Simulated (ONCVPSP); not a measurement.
## Scattering properties, ONCV potential for scandium

scandium, optimised norm-conserving Vanderbilt (ONCV), made with ONCVPSP 4.0.1 (LDA (Perdew-Wang 92), scalar-relativistic). Core [Ar], reference 3d1 4s1 4p1. Waves: 4s: rc 3.05 bohr, ncon 4, nbas 8, qcut 1.7 1/bohr, 2 projectors, debl 2.7 Ha; 4p: rc 4.00 bohr, ncon 4, nbas 8, qcut 2 1/bohr, 3 projectors, debl 2.1 Ha; 3d: rc 2.80 bohr, ncon 4, nbas 9, qcut 5.8 1/bohr, 3 projectors, debl 2.8 Ha. Local part: polynomial inside 2.55 bohr (lpopt 4, dvloc0 6 Ha). Core correction: none.

The phase is arctan(r·R′/R) of the radial function R(r), unwrapped; energies in Ha, scanned from -2 to 5 Ha. A pole is an energy at which the radial function vanishes at the test radius. The pseudo phase is shifted by a multiple of π to meet the all-electron one at the reference energy, and phase errors are pseudo minus all-electron; the curves can meet again beyond the range given. Levels narrower than the energy grid can be missing from the lists of poles. Where the grid stepped over a known ghost or core level, its pole and its step of π were put in at the level’s energy.

Q: For each channel, where are the poles, and over which energies does the pseudopotential scatter like the atom?

A:

```
channel  radius (bohr)  reference energy (Ha)      poles, all-electron     poles, pseudo  unbroken range about the reference energy with phases within 0.05 rad  phase error 1 Ha above the reference energy (rad)
      s           3.09                  -0.18               0.58, 3.61        0.57, 3.50                                                              below 1.5                                             -0.009
      p           4.07                  -0.08  -1.28, 0.30, 1.89, 4.23  0.30, 1.89, 4.23                                                             above -1.3                                             -0.018
      d           2.84                  -0.17              -0.04, 1.91       -0.04, 1.93                                                              below 0.2                                             +0.205
```

Phases in the p channel:

```csv
E (Ha),all-electron,pseudo
-1.98,4.564,1.423
-1.62,4.543,1.402
-1.26,1.386,1.371
-0.90,1.317,1.316
-0.54,1.174,1.173
-0.18,0.034,0.034
0.18,-1.470,-1.471
0.54,-1.732,-1.733
0.90,-2.977,-2.995
1.26,-4.506,-4.507
1.62,-4.656,-4.656
1.98,-4.731,-4.731
2.34,-4.812,-4.812
2.70,-5.063,-5.062
3.06,-7.437,-7.436
3.42,-7.733,-7.733
3.78,-7.805,-7.805
4.14,-7.845,-7.845
4.50,-7.881,-7.880
4.86,-7.926,-7.925
```
